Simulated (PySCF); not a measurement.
UHF on F⁺ (fluorine, charge +1)

Configuration: [He] 2s2 2p4, high-spin 3P determinant. Calculation: PySCF 2.14, in jorge-DZP-DKH (4s2p1d, 15 functions); the spin-free X2C one-electron Hamiltonian (Gaussian nucleus).

```
Total energy                                                  : -98.907506 hartree
One-electron energy                                           : -133.2565 hartree
Hartree (Coulomb) energy                                      : 44.0273 hartree
Exchange energy                                               : -9.6784 hartree
⟨S²⟩                                                          : 2.0039
⟨L²⟩                                                          : 2.006
Sum of ⟨r⟩                                                    : 6.174 bohr
Sum of ⟨r²⟩                                                   : 7.177 bohr²
Traceless quadrupole moment −½Σ⟨3z² − r²⟩ along its main axis : -0.550 e·bohr²
Langevin diamagnetic susceptibility                           : -5.68 ×10⁻⁶ cm³/mol
Time after the integrals                                      : 0.03 s of wall time on 1 thread of Intel(R) Xeon(R) 6975P-C (shared host)
```

```
shell  electrons  mean orbital energy (hartree)  spread (hartree)  rms radius, mean of both spins (bohr)
 1s α          1                      -27.22847                 0                                  0.204
 1s β          1                      -27.12211                 0                                  0.204
 2s α          1                       -2.40418                 0                                   1.06
 2s β          1                       -1.99858                 0                                   1.06
 2p α          3                       -1.49862           0.11962                                   1.10
 2p β          1                       -1.30935                 0                                   1.10
```
